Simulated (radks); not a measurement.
In III, 47 electrons, occupied as [Ar] 3d10 4s2 4p5 4d10 5s1 6s1 (not the ground configuration). Calculated with a radial shooting solver on a logarithmic mesh with Libxc functionals: Dirac Kohn-Sham, LDA (Slater exchange, Perdew-Wang correlation), spin-unpolarised, spherical densities, finite nucleus; open shells fill j = l - 1/2 first; Fermi nuclear charge, rms radius 4.6156 fm.

Radial electron density D(r) = 4 pi r^2 rho(r):

```
   r/bohr * D(r) (the largest magnitude, 79.7, reaches the edge; | marks zero)
  0.00403 |         *
 0.004691 |            *
 0.005461 |               *
 0.006358 |                  *
 0.007401 |                      *
 0.008616 |                          *
  0.01003 |                              *
  0.01168 |                                  *
  0.01359 |                                      *
  0.01583 |                                         *
  0.01842 |                                           *
  0.02145 |                                           *
  0.02497 |                                          *
  0.02907 |                                        *
  0.03384 |                                      *
   0.0394 |                                     *
  0.04586 |                                     *
  0.05339 |                                        *
  0.06216 |                                             *
  0.07236 |                                                  *
  0.08424 |                                                      *
  0.09807 |                                                      *
   0.1142 |                                                  *
    0.134 |                                            *
    0.156 |                                       *
   0.1816 |                                     *
   0.2114 |                                       *
   0.2461 |                                           *
   0.2865 |                                            *
   0.3335 |                                       *
   0.3883 |                             *
    0.452 |                   *
   0.5262 |              *
   0.6126 |            *
   0.7131 |             *
   0.8302 |              *
   0.9665 |            *
    1.125 |         *
     1.31 |      *
    1.525 |   *
    1.775 | *
    2.067 |*
    2.406 |*
    2.801 *
    3.261 *
    3.796 *
    4.419 *
    5.144 *
    5.989 *
    6.972 *
    8.117 *
    9.449 *
       11 *
```

D(r) has 5 maxima, at r = 0.0209, 0.0920, 0.271, 0.804, 4.45 bohr, and minima at 0.0413, 0.179, 0.598, 3.48 bohr, inside which lie 2.04, 11.24, 29.07, 46.09 electrons.
